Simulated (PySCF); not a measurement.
# Assigning NMR signals

Bonds: C1-C2, C2-C3, C3-P4, C3-N5, N5-C6, N5-C7. C1 carries H8, H9, H10; C2 carries H11, H12; P4 carries H13; C6 carries H14, H15, H16; C7 carries H17, H18, H19.

- geometry: GFN2-xTB
- σ from GIAO-PBE0/pcSseg-1
- run in PySCF
- isolated molecule, no relativistic terms, rapidly exchanging positions averaged, one conformer

Chemical shifts δ = σref − σ; ¹³C (186.93 ppm) and ¹H (31.72 ppm) vs TMS, all at this level.

Question: Assign these signals to the numbered atoms. ¹³C{¹H} NMR (computed): δ 212.4, 43.2, 37.2, 18.3.

Answer: 
212.4 → C3, carbon bonded to C, N, P
43.2 → C6/C7, carbon bonded to N, 3 H
37.2 → C2, carbon bonded to 2 C, 2 H
18.3 → C1, carbon bonded to C, 3 H

Question: Assign these signals to the numbered atoms. ¹H NMR (300 MHz, computed): δ 3.96 (m, 1H), 3.06 (s, 6H), 2.77 (m, 2H), 1.10 (t, 3H).

Answer: 
```tsv
δ (ppm)	atoms	environment	reason
3.96	H13	hydrogen on a phosphorus bonded to C	–
3.06	H14/H15/H16/H17/H18/H19	hydrogen on a carbon bonded to N	–
2.77	H11/H12	hydrogen on a carbon bonded to 2 C	–
1.10	H8/H9/H10	hydrogen on a carbon bonded to C	–
```

Splittings by ³¹P in the carbon and heteronuclear signals aren't shown, as no couplings were computed. Shifts are as computed. Against solution values, carbons near 30 ppm lie about +3 ppm off and those near 130 ppm about +5 ppm. Of 1211 compounds with measured shifts, 218 miss one by over three times the rms of a fit or turn the order of signals round; such compounds aren't used in these exercises. Multiplicities follow the n + 1 count of equivalent neighbours, as no J values were calculated; m marks all less simple cases, F and P coupling included.
